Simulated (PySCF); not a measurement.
## Polarisability and C₆ of Mo³⁺ (molybdenum, charge +3)

[Kr] 4d3, high-spin 4F determinant. Computed with PySCF 2.14 in aug-cc-pwCVTZ-PP with ECP28MDF (8s8p7d4f3g, 122 functions), with scalar relativity through the core potential. Coupled (time-dependent) response in atomic units; α is the mean over directions.

```json
{"method": "PBE0", "mean α (bohr³)": "5.763", "C₆ (like pair)": "25.61", "S(−4)": "9.589"}
```

S(−4) is the Cauchy moment in α(ω) = α(0) + S(−4) ω² + …

Spin-orbit coupling is absent.

α(iu) at PBE0:

| u (hartree) | α(iu) (bohr³) |
| --- | --- |
| 0 | 5.763 |
| 0.0500 | 5.739 |
| 0.100 | 5.670 |
| 0.200 | 5.422 |
| 0.300 | 5.085 |
| 0.500 | 4.361 |
| 0.750 | 3.568 |
| 1.00 | 2.936 |
| 1.50 | 2.038 |
| 2.00 | 1.463 |
| 3.00 | 0.8289 |
| 5.00 | 0.3553 |

For an ion, C₆ is the dispersion term alone; charge-induced terms of lower order in 1/R come first.

Energies and moments cover only the electrons outside the core potential.
